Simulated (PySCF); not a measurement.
Ligand exchange on a metal centre used in film growth or etching (W F-NH2). All species are isolated molecules in the gas phase. One relaxed conformer stands for each flexible species; it need not be the lowest.

Method: PySCF 2.14.0 with TPSSh-D3(BJ)/def2-TZVP // BP86-D3(BJ)/def2-SVP. 

| species | LUMO (eV) | HOMO (eV) | mean distance from the central atom to its bonded neighbours (Å) | charge on the central atom (Mulliken) (e) |
|---|---|---|---|---|
| 0 of 6 F replaced by NH2 ([W(F)6]) | -5.22 | -11.63 | 1.862 | 1.74 |
| 1 of 6 F replaced by NH2 ([W(F)5(NH2)]) | -4.67 | -8.54 | 1.891 | 1.67 |
| 2 of 6 F replaced by NH2 ([W(F)4(NH2)2]) | -3.54 | -7.81 | 1.920 | 1.55 |
| 3 of 6 F replaced by NH2 ([W(F)3(NH2)3]) | -3.00 | -7.60 | 1.943 | 1.53 |
| 4 of 6 F replaced by NH2 ([W(F)2(NH2)4]) | -2.48 | -6.34 | 1.970 | 1.43 |
| 5 of 6 F replaced by NH2 | -2.11 | -5.81 | 1.996 | 1.32 |
| 6 of 6 F replaced by NH2 ([W(NH2)6]) | -1.61 | -5.47 | 2.017 | 1.42 |
